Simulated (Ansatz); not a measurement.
Consider the redistribution: `O[SiH](F)[AlH2]` + `BS[SiH3]` → `B[S][AlH2]` + `O[SiH](F)[SiH3]`.

Isolated molecules relaxed with PBE0-D4/def2-TZVP in Ansatz; ΔE leaves out vibrations. CCSD(T)/CBS adds triple-zeta CCSD(T) − MP2 to the extrapolated MP2 energy (def2 sets, frozen cores). Functionals use def2-TZVPP. Each species was taken in one conformer, which may not be the lowest.

`O[SiH](F)[AlH2]`:

```xyz
8

O    -0.370    1.534   -0.821
Si   -0.022    0.610    0.496
F     1.360    1.105    1.157
Al    0.196   -1.692   -0.377
H    -0.644    2.443   -0.685
H    -1.038    0.868    1.560
H     1.508   -2.138   -1.150
H    -0.991   -2.730   -0.181
```

`BS[SiH3]`:

Z-matrix (Å, degrees):
```
Si
S 1 2.156
H 1 1.482 2 109.9
H 1 1.483 2 107.0 3 -119.4
H 1 1.482 2 109.9 3 121.2
B 2 1.775 1 99.5 3 -60.7
H 6 1.192 2 116.9 1 180.0
H 6 1.195 2 121.4 1 0.0
```

`B[S][AlH2]`:

Z-matrix (Å, degrees):
```
B
S 1 1.787
H 1 1.193 2 117.2
H 1 1.194 2 121.5 3 180.0
Al 2 2.205 1 99.5 3 180.0
H 5 1.580 2 116.4 1 180.0
H 5 1.578 2 119.3 1 0.0
```

`O[SiH](F)[SiH3]`:

```xyz
9

O     1.020    0.970    1.296
Si    0.712   -0.364    0.401
F     0.391   -1.610    1.358
Si   -1.171    0.113   -0.903
H     1.843    1.018    1.786
H     1.920   -0.769   -0.368
H    -1.550   -1.091   -1.691
H    -0.854    1.221   -1.843
H    -2.310    0.511   -0.036
```

| level | ΔE (kJ/mol) |
| --- | --- |
| PBE0-D4 | -60.7 |
| r2SCAN | -64.9 |
| CCSD/def2-SVP | -66.4 |
| SCS-MP2/def2-TZVPP | -61.2 |

(1) What does CCSD(T)/CBS give? (An estimate is asked.)

(2) What do rigid-rotor, harmonic-oscillator terms from PBE0-D4/def2-TZVP frequencies (298.15 K, 1 bar) make of the CCSD(T)/CBS value? (Best estimate.)

Largest T1 diagnostic among the species: 0.014.

Results:

(1) Ansatz gave: -62.1 kJ/mol. The listed levels differ from it by 1.4, -2.8, -4.3, 0.9 kJ/mol.

(2) Computed: ΔZPE = -0.2 kJ/mol, ΔH = -62.5 kJ/mol, ΔS = -8 J/(mol·K), ΔG = -60.1 kJ/mol.

Leaving LDA and LC-ωPBE aside and taking each functional with its dispersion term where it has one, the values, not all of them listed here, spread over 11.7 kJ/mol, from B97M-V to revPBE-D4. LDA lies −3.2 kJ/mol from PBE without D4. At CCSD(T), def2-SVP lies −4.7 kJ/mol from the extrapolated value and def2-TZVPP −0.1 kJ/mol.
